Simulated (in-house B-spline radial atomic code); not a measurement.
Results of a calculation; reference values are marked as such.
**Weak and strong correlation along the adiabatic connection**

Two-electron singlets in several external potentials (atomic units), by full CI in B-splines with partial waves to l = 8 (correlation energies up to 0.6 % small). The repulsion is scaled by λ at fixed density; W(λ) is the mean repulsion less the Hartree energy, W(0) = E_x, and the area under W from 0 to 1 is E_xc.

Relative drop (W(λ) − E_x)/E_x:

```json
{"system": "ω²r²/2 − Z/r, ω = 0.124, Z = -0.5", "λ = 0.12": "0.0626", "λ = 0.25": "0.1125", "λ = 0.4": "0.1543", "λ = 0.6": "0.1934", "λ = 0.8": "0.2207", "λ = 1": "0.2407"}
{"system": "−Z exp(−kr)/r, Z = 8.56, k = 3.71", "λ = 0.12": "0.0026", "λ = 0.25": "0.0054", "λ = 0.4": "0.0086", "λ = 0.6": "0.0128", "λ = 0.8": "0.0168", "λ = 1": "0.0208"}
{"system": "−V exp(−r²/w²), V = 2.61, w = 3.03", "λ = 0.12": "0.0197", "λ = 0.25": "0.0390", "λ = 0.4": "0.0589", "λ = 0.6": "0.0823", "λ = 0.8": "0.1024", "λ = 1": "0.1201"}
{"system": "ω²r²/2 − Z/r, ω = 0.345, Z = 2", "λ = 0.12": "0.0102", "λ = 0.25": "0.0207", "λ = 0.4": "0.0322", "λ = 0.6": "0.0464", "λ = 0.8": "0.0596", "λ = 1": "0.0719"}
{"system": "−V exp(−r²/w²), V = 0.605, w = 6.8", "λ = 0.12": "0.0441", "λ = 0.25": "0.0821", "λ = 0.4": "0.1165", "λ = 0.6": "0.1516", "λ = 0.8": "0.1781", "λ = 1": "0.1989"}
{"system": "−V exp(−r²/w²), V = 17.2, w = 4.9", "λ = 0.12": "0.0144", "λ = 0.25": "0.0290", "λ = 0.4": "0.0444", "λ = 0.6": "0.0632", "λ = 0.8": "0.0799", "λ = 1": "0.0951"}
{"system": "−Z/r, Z = 3.22, wall at 2.74 bohr", "λ = 0.12": "0.0062", "λ = 0.25": "0.0128", "λ = 0.4": "0.0201", "λ = 0.6": "0.0294", "λ = 0.8": "0.0383", "λ = 1": "0.0468"}
```

Question: Order the systems by how far second-order (GL2) theory, half the initial slope (estimated from the first points of each curve), overshoots the correlation energy, least first.
A. ω²r²/2 − Z/r, ω = 0.124, Z = -0.5
B. −Z exp(−kr)/r, Z = 8.56, k = 3.71
C. −V exp(−r²/w²), V = 2.61, w = 3.03
D. −Z/r, Z = 3.22, wall at 2.74 bohr
E. ω²r²/2 − Z/r, ω = 0.345, Z = 2
F. −V exp(−r²/w²), V = 17.2, w = 4.9
G. −V exp(−r²/w²), V = 0.605, w = 6.8

Answer: B (GL2/E_c = 1.03), D (GL2/E_c = 1.09), E (GL2/E_c = 1.14), F (GL2/E_c = 1.20), C (GL2/E_c = 1.28), G (GL2/E_c = 1.66), A (GL2/E_c = 1.90).

Question: What else changes along this order?

Answer: The ratio follows the bend of the curve. With it the leading natural occupation goes from 1.999 to 1.776 and −T_c/E_c from 0.97 to 0.52 between the first and the last.
